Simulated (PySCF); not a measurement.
# Computed records: AlB2H4O, AlBH4NSi

Calculation on a computer-drawn molecule: the log of a Hartree-Fock and frozen-core CCSD(T) single point meant for a local Hartree-Fock minimum, with one planted fault or none, to be diagnosed. Offsets are logged minus clean, where the clean run is the same molecule without the fault. The reference is restricted for singlets and unrestricted otherwise, and also for a bond in bohr or an excited solution. Adding or removing an electron swaps singlet and doublet. The excited solution moves the top pair (singlet) or top alpha electron (doublet) to the lowest empty orbital. Highest occupied and lowest empty are orbital energies over both spins, largest force is the largest gradient component, triples share is (T) over the correlation energy, the T1 limit is 0.02 restricted and 0.045 unrestricted, electrons count all cores, a negative frequency is imaginary (commonest isotopes), and the dipole is about the centre of nuclear charge. Program: PySCF 2.14.0.

Common to all runs: meant basis cc-pV(D+d)Z; logged SCF converged yes; logged CC converged yes; logged SCF stable within its kind yes; possible faults no fault, one electron removed, one electron added, multiplicity raised by two, geometry at a saddle point, SCF held on an excited solution, minimal basis STO-3G, one bond length entered in bohr, all coordinates scaled.

(1) 
```xyz
8
formula=AlB2H4O meant_charge=0 meant_multiplicity=2 logged_electrons=35 logged_basis_functions=85 logged_spin_squared=0.7539 logged_highest_occupied=-8.1162 logged_lowest_empty=1.0701 logged_largest_force=5.535e-06 logged_lowest_frequency=83.633 logged_T1_diagnostic=0.018046 logged_D1_diagnostic=0.062054 logged_triples_share=0.024229 logged_dipole_magnitude=1.8282 logged_energy_HF=-368.47771 logged_energy_CCSD(T)=-368.91633 planted_fault=no_fault HF_energy_offset_from_clean_run=0 CCSD(T)_energy_offset_from_clean_run=0
B      2.5525    -3.4109    -1.5701
O      1.8652    -3.0548    -0.4999
Al     1.1712    -2.6290     0.9987
B      0.7483    -0.5595     1.3642
H      2.0463    -3.7281    -2.6235
H      0.8897    -3.8252     1.9884
H      1.5475     0.1811     1.8749
H     -0.3072    -0.0571     1.0794
```

Units: logged_highest_occupied, logged_lowest_empty in eV; logged_largest_force in hartree/bohr; logged_lowest_frequency in cm⁻¹; logged_dipole_magnitude in debye; logged_energy_HF, logged_energy_CCSD(T) in hartree; HF_energy_offset_from_clean_run, CCSD(T)_energy_offset_from_clean_run in kcal/mol.

Drawn bonds:
```csv
atom,other atom,order
1,2,1
2,3,1
3,4,1
1,5,1
3,6,1
4,7,1
4,8,1
```

(2) 
```xyz
8
formula=AlBH4NSi meant_charge=1 meant_multiplicity=1 logged_electrons=42 logged_basis_functions=94 logged_spin_squared=0 logged_highest_occupied=-14.864 logged_lowest_empty=-4.3327 logged_largest_force=5.511e-05 logged_lowest_frequency=-164.77 logged_T1_diagnostic=0.018497 logged_D1_diagnostic=0.05363 logged_triples_share=0.031902 logged_dipole_magnitude=3.0045 logged_energy_HF=-612.05695 logged_energy_CCSD(T)=-612.4822 planted_fault=geometry_at_a_saddle_point HF_energy_offset_from_clean_run=2.406 CCSD(T)_energy_offset_from_clean_run=1.899
B     -2.0546    -0.3577     0.0000
Si    -0.3403     0.7772     0.0000
N      1.1331     0.1510     0.0000
Al     2.6839    -0.4448     0.0000
H     -3.1131     0.1881     0.0000
H     -1.9530    -1.5442     0.0000
H     -0.4706     2.2433     0.0000
H      4.1145    -1.0128     0.0000
```

Units: logged_highest_occupied, logged_lowest_empty in eV; logged_largest_force in hartree/bohr; logged_lowest_frequency in cm⁻¹; logged_dipole_magnitude in debye; logged_energy_HF, logged_energy_CCSD(T) in hartree; HF_energy_offset_from_clean_run, CCSD(T)_energy_offset_from_clean_run in kcal/mol.

Drawn bonds:
```csv
atom,other atom,order
1,2,1
2,3,2
3,4,1
1,5,1
1,6,1
2,7,1
4,8,1
```
